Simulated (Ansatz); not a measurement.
# Molecular dynamics of BClF2

Input:

```yaml
crystal:
  periodic: [false, false, false]
  atoms:
    - { symbol: F, position_ang: [-0.176108, -1.268428, -0.554125] }
    - { symbol: B, position_ang: [-0.068717, -0.041847, -0.06342] }
    - { symbol: F, position_ang: [-1.023616, 0.839956, -0.322925] }
    - { symbol: Cl, position_ang: [1.323941, 0.410119, 0.920169] }
basis:
  gaussian: { orbitals: def2-SVP }
hamiltonian:
  xc: blyp
md:
  timestep: 1.0
  n_steps: 100
  ensemble: nvt_langevin
  temperature: 200.0
  initial_velocities: maxwell_boltzmann
  seed: 362857
  friction: 0.05
```

Launched with:

```bash
$ ansatz run input.yaml --threads 1 --pin off --max-ram 2048MiB --backend cpu --events-out ev --progress --plain --runs-dir out
```

It starts from a relaxed structure.

Output, in part (one step line in 4, the closing report, with atoms numbered from 0):

```
md step     0: t =     0.00 fs  T =   150.0 K  F+E_penalty+E_count = -18627.58366384 eV  E_kin = 0.077556 eV  (23 SCF iters)
md step     4: t =     4.00 fs  T =   110.6 K  F+E_penalty+E_count = -18627.56240269 eV  E_kin = 0.057175 eV  (26 SCF iters)
md step     8: t =     8.00 fs  T =   125.9 K  F+E_penalty+E_count = -18627.53928634 eV  E_kin = 0.065074 eV  (26 SCF iters)
md step    12: t =    12.00 fs  T =   137.4 K  F+E_penalty+E_count = -18627.53503905 eV  E_kin = 0.071049 eV  (25 SCF iters)
md step    16: t =    16.00 fs  T =   222.6 K  F+E_penalty+E_count = -18627.54583552 eV  E_kin = 0.115074 eV  (25 SCF iters)
md step    20: t =    20.00 fs  T =   353.8 K  F+E_penalty+E_count = -18627.52975820 eV  E_kin = 0.182911 eV  (25 SCF iters)
md step    24: t =    24.00 fs  T =   332.4 K  F+E_penalty+E_count = -18627.54675194 eV  E_kin = 0.171862 eV  (25 SCF iters)
md step    28: t =    28.00 fs  T =   244.2 K  F+E_penalty+E_count = -18627.53837097 eV  E_kin = 0.126279 eV  (25 SCF iters)
md step    32: t =    32.00 fs  T =   217.8 K  F+E_penalty+E_count = -18627.55093504 eV  E_kin = 0.112618 eV  (24 SCF iters)
md step    36: t =    36.00 fs  T =   132.5 K  F+E_penalty+E_count = -18627.55962242 eV  E_kin = 0.068508 eV  (25 SCF iters)
md step    40: t =    40.00 fs  T =   152.4 K  F+E_penalty+E_count = -18627.55134914 eV  E_kin = 0.078780 eV  (25 SCF iters)
md step    44: t =    44.00 fs  T =   168.1 K  F+E_penalty+E_count = -18627.55128660 eV  E_kin = 0.086935 eV  (25 SCF iters)
md step    48: t =    48.00 fs  T =    81.0 K  F+E_penalty+E_count = -18627.56477075 eV  E_kin = 0.041894 eV  (25 SCF iters)
md step    52: t =    52.00 fs  T =   146.1 K  F+E_penalty+E_count = -18627.57461327 eV  E_kin = 0.075551 eV  (25 SCF iters)
md step    56: t =    56.00 fs  T =   143.9 K  F+E_penalty+E_count = -18627.56203441 eV  E_kin = 0.074416 eV  (25 SCF iters)
md step    60: t =    60.00 fs  T =   239.4 K  F+E_penalty+E_count = -18627.54883432 eV  E_kin = 0.123793 eV  (25 SCF iters)
md step    64: t =    64.00 fs  T =   140.4 K  F+E_penalty+E_count = -18627.50388970 eV  E_kin = 0.072595 eV  (24 SCF iters)
md step    68: t =    68.00 fs  T =   119.7 K  F+E_penalty+E_count = -18627.45873751 eV  E_kin = 0.061904 eV  (25 SCF iters)
md step    72: t =    72.00 fs  T =   271.6 K  F+E_penalty+E_count = -18627.48495854 eV  E_kin = 0.140414 eV  (25 SCF iters)
md step    76: t =    76.00 fs  T =   260.7 K  F+E_penalty+E_count = -18627.51718397 eV  E_kin = 0.134781 eV  (25 SCF iters)
md step    80: t =    80.00 fs  T =    94.4 K  F+E_penalty+E_count = -18627.50861538 eV  E_kin = 0.048811 eV  (24 SCF iters)
md step    84: t =    84.00 fs  T =   162.8 K  F+E_penalty+E_count = -18627.52151212 eV  E_kin = 0.084176 eV  (24 SCF iters)
md step    88: t =    88.00 fs  T =   213.4 K  F+E_penalty+E_count = -18627.53359658 eV  E_kin = 0.110322 eV  (25 SCF iters)
md step    92: t =    92.00 fs  T =   169.3 K  F+E_penalty+E_count = -18627.52463296 eV  E_kin = 0.087525 eV  (25 SCF iters)
md step    96: t =    96.00 fs  T =   100.2 K  F+E_penalty+E_count = -18627.52941437 eV  E_kin = 0.051797 eV  (25 SCF iters)
md step   100: t =   100.00 fs  T =   187.5 K  F+E_penalty+E_count = -18627.54820758 eV  E_kin = 0.096956 eV  (24 SCF iters)
Total energy: -18627.54843542 eV, -684.5497787959 hartree
Atom 0 at    -0.198355    -1.305545    -0.470002 Å, force    -0.193112     0.718403    -0.170620 eV/Å
Atom 1 at    -0.089615    -0.010269    -0.141710 Å, force     0.346670    -0.875535     0.565557 eV/Å
Atom 2 at    -0.991925     0.882919    -0.472544 Å, force    -0.448806     0.061792    -0.458700 eV/Å
Atom 3 at     1.245397     0.477936     0.893661 Å, force     0.295248     0.095341     0.063764 eV/Å
Dipole moment:     0.018977     0.032138    -0.009047 e Å
```

The run went to its last step. The mean temperature of the second half is 15 % below the set value. A run of 0.1 ps of so small a system gives no equilibrium averages.

The same pairs are bonded in the first frame and the last. Pairs count as bonded within 1.25 times the sum of covalent radii (0.12 Å more for H–H).

Last frame:

```xyz
4
Properties=species:S:1:pos:R:3
F -0.198 -1.306 -0.470
B -0.090 -0.010 -0.142
F -0.992 0.883 -0.472
Cl 1.245 0.478 0.894
```

The run took 4.8 min on 1 thread of AMD EPYC (Zen 3), on a shared host, peak memory 0.11 GiB.
